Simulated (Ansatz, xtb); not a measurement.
## A geometry optimisation of CH5AlGe with r2SCAN-D4/def2-SVP

The starting geometry of this gas-phase singlet was built from a drawn formula by distance geometry; its bonds are those of `[CH2]=[GeH][AlH2]`.

```
atom    x (Å)    y (Å)    z (Å)
   C  -1.2829  -0.8064   2.0274
  Al  -0.0423   1.2367  -0.6817
  Ge   0.3224  -0.0779   1.5420
   H  -1.3606  -1.3628   2.9743
   H  -2.2131  -0.6929   1.4089
   H   1.2575  -1.0623   2.0402
   H   0.8542   0.9535  -2.0201
   H  -0.5481   2.7204  -0.4688
```

Predict what it relaxes into with r2SCAN-D4/def2-SVP.

It keeps its bonds, and is `[CH2]=[GeH][AlH2]`.

The energy falls by 0.87 eV over 14 steps:

| step | E − E(last) (eV) |
| --- | --- |
| 1 | 0.870 |
| 2 | 0.288 |
| 4 | 0.099 |
| 5 | 0.077 |
| 7 | 0.018 |
| 8 | 0.014 |
| 10 | 0.001 |
| 11 | 0.001 |
| 13 | 0.000 |
| 14 | 0.000 |

Final geometry (Å):

```xyz
8

C    -1.3290   -0.6650    2.1356
Al    0.1656    1.2309   -0.6150
Ge    0.1722   -0.4066    1.1753
H    -1.4034   -1.3864    2.9569
H    -2.2385   -0.0933    1.9220
H     1.3548   -1.2901    1.6057
H     1.4561    1.4970   -1.5012
H    -1.1906    2.0218   -0.8571
```

From the same start GFN2-xTB ends elsewhere, differing in C1–Al2 (2.06 against 3.66 Å here), Al2–H6 (1.90 against 3.56 Å here).

The end wasn't checked by frequencies. Run with Ansatz 0.2.0, 13 s on 2 threads of Intel(R) Xeon(R) 6975P-C (Granite Rapids), on a shared host.
